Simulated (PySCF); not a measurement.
## Two-component Hartree-Fock for Au (gold, neutral)

Start: [Xe] 4f14 5d10 6p1; 6p3/2 filled at m_j = +3/2. Calculated with PySCF 2.14 in x2c-SVPall-2c with one added diffuse shell each of s, d type (8s9p10d2f, 99 functions): generalised Hartree-Fock with the X2C-1e Hamiltonian and a Gaussian nucleus; one run each with spin-orbit coupling (SO) switched off, then screened by Boettger's factors. This is a chosen level, not necessarily the ground level.

| spinor shell | electrons | ε, spin-free (eV) | ε, screened SO (eV) | weight of nominal j (screened SO) | rms radius, screened SO (bohr) |
| --- | --- | --- | --- | --- | --- |
| 1s1/2 | 2 | -81172.5 | -81141.9 | 1.000 | 0.0191 |
| 2s1/2 | 2 | -14475.0 | -14465.5 | 1.000 | 0.0769 |
| 2p1/2 | 2 | -12526.9 | -13849.0 | 1.000 | 0.0651 |
| 3s1/2 | 2 | -3486.0 | -3483.0 | 1.000 | 0.196 |
| 3p1/2 | 2 | -2911.9 | -3206.6 | 1.000 | 0.188 |
| 3p3/2 | 4 | -2911.9 | -2794.0 | 1.000 | 0.204 |
| 3d3/2 | 4 | -2288.3 | -2338.9 | 1.000 | 0.180 |
| 3d5/2 | 6 | -2288.3 | -2251.9 | 1.000 | 0.183 |
| 4s1/2 | 2 | -794.32 | -793.56 | 1.000 | 0.432 |
| 4p1/2 | 2 | -602.84 | -674.34 | 1.000 | 0.438 |
| 4p3/2 | 4 | -602.84 | -574.24 | 1.000 | 0.471 |
| 4d3/2 | 4 | -367.73 | -378.57 | 1.000 | 0.487 |
| 4d5/2 | 6 | -367.73 | -359.84 | 1.000 | 0.496 |
| 5s1/2 | 2 | -128.91 | -128.95 | 1.000 | 1.00 |
| 4f5/2 | 6 | -104.70 | -106.62 | 1.000 | 0.544 |
| 4f7/2 | 8 | -104.70 | -102.85 | 1.000 | 0.546 |
| 5p1/2 | 2 | -75.958 | -87.679 | 1.000 | 1.13 |
| 5p3/2 | 4 | -75.958 | -71.320 | 1.000 | 1.17 |
| 5d3/2 | 4 | -13.839 | -15.088 | 0.998 | 1.66 |
| 5d5/2 | 6 | -13.839 | -13.166 | 0.993 | 1.77 |
| 6p3/2 | 1 | -2.983 | -2.890 | 1.000 | 4.01 |

Where does 2p3/2 lie, and what is the 2p spin-orbit splitting (screened SO)?

At -12007.6 eV, 1841.4 eV above 2p1/2.

```tsv
quantity	spin-free	screened SO
E (hartree)	-18996.30368	-19025.42994
M_J	3/2	3/2
⟨J²⟩	3.866	4.177
⟨L²⟩	2.086	2.360
⟨S²⟩	0.781	0.977
```

The determinant has a definite M_J but mixes levels of different J.

Each row is a mean over spinors that exchange with the open shell spreads, by up to 0.340 eV (5d5/2).

Breit and QED terms are absent; they matter most for the inner s and p1/2 levels.

Densities and radii are taken from the X2C orbitals without a picture-change correction, which distorts them close to the nucleus.

Without spin-orbit coupling the j labels of p, d and f shells carry no meaning; the spin-free column gives the mean over the occupied spinors of each nl shell, and its ⟨J²⟩ belongs to a mixture of degenerate components.
